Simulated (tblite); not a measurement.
Isomers of C4H7FO2Si. All values are computed: GFN2-xTB (tblite) harmonic vibrations without scaling, gas phase. This tight-binding method is rough: wavenumbers can miss measured ones by several per cent, in bad cases by 10 to 20. Modes of hydrogen on silicon can be 10 to 20 % off. One conformer each.

Electronic energies: GFN2-xTB at the same geometries; isomer energies are rough at this level and their order can be wrong.

| SMILES | electronic energy, lowest = 0 (kcal/mol) |
| --- | --- |
| O=C(O)[SiH2]/C=C\CF | 0.0 |
| O=C1C[C@H](OCF)[SiH2]1 | 6.3 |
| O=C(O)[SiH2]/C=C/CF | 1.2 |

Problem. How do GFN2-xTB zero-point energies change the relative energies?

Solution. 
| SMILES | ZPE (kcal/mol) | of it from modes above 1550 cm⁻¹ | electronic (kcal/mol) | with ZPE, lowest = 0 (kcal/mol) | lowest mode (cm⁻¹) | rings |
| --- | --- | --- | --- | --- | --- | --- |
| O=C(O)[SiH2]/C=C\CF | 63.0 | 33.2 | 0.0 | 0.0 | 26 | 0 |
| O=C(O)[SiH2]/C=C/CF | 62.8 | 33.3 | 1.2 | 1.1 | 13 | 0 |
| O=C1C[C@H](OCF)[SiH2]1 | 63.8 | 30.1 | 6.3 | 7.1 | 43 | 1 |

The zero-point energies span 1.0 kcal/mol, from `O=C(O)[SiH2]/C=C/CF` to `O=C1C[C@H](OCF)[SiH2]1`. The order is unchanged.
